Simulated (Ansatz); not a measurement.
Program: Ansatz 0.2.0.

`B/C=[CH]/[AlH][SiH3]` at its PBE0-D4/def2-TZVP geometry, where that method's forces vanish. The species carries charge 0 and has multiplicity 1.

| atom | x (Å) | y (Å) | z (Å) |
| --- | --- | --- | --- |
| B1 | 2.186 | -1.875 | 0.256 |
| C2 | 1.023 | -0.868 | 0.124 |
| C3 | -0.237 | -1.260 | -0.171 |
| Al4 | -1.707 | 0.026 | -0.342 |
| Si5 | -1.150 | 2.395 | 0.003 |
| H6 | 3.301 | -1.523 | 0.512 |
| H7 | 1.957 | -3.040 | 0.096 |
| H8 | 1.208 | 0.199 | 0.268 |
| H9 | -0.378 | -2.334 | -0.307 |
| H10 | -3.173 | -0.482 | -0.687 |
| H11 | -2.328 | 3.294 | -0.152 |
| H12 | -0.111 | 2.847 | -0.969 |
| H13 | -0.590 | 2.621 | 1.368 |

(1) For each bond, give half the difference of the two atoms' forces along it (eV/Å; positive pushes the atoms apart) under PBE-D4, r2SCAN-D4, B3LYP-D4, ωB97M-V in def2-TZVPP. (Estimate.)

## Answers

(1) The calculation gave: 
```csv
bond,length (Å),PBE-D4,r2SCAN-D4,B3LYP-D4,ωB97M-V
B1–C2,1.543,-0.18,-0.04,0.03,0.19
B1–H6,1.197,0.05,-0.06,-0.10,-0.13
B1–H7,1.198,0.08,-0.03,-0.09,-0.13
C2–C3,1.352,0.41,0.24,0.14,-0.08
C2–H8,1.093,0.09,-0.01,-0.08,-0.07
C3–Al4,1.960,-0.10,-0.08,0.00,0.08
C3–H9,1.093,0.08,-0.02,-0.08,-0.06
Al4–Si5,2.458,-0.10,0.00,0.08,0.03
Al4–H10,1.589,0.05,-0.03,-0.11,-0.12
Si5–H11,1.490,0.09,-0.02,-0.06,-0.09
Si5–H12,1.492,0.10,-0.01,-0.06,-0.10
Si5–H13,1.492,0.10,-0.01,-0.06,-0.10
```

B3LYP here is the variant with VWN-RPA as its local correlation; programs differ in this.
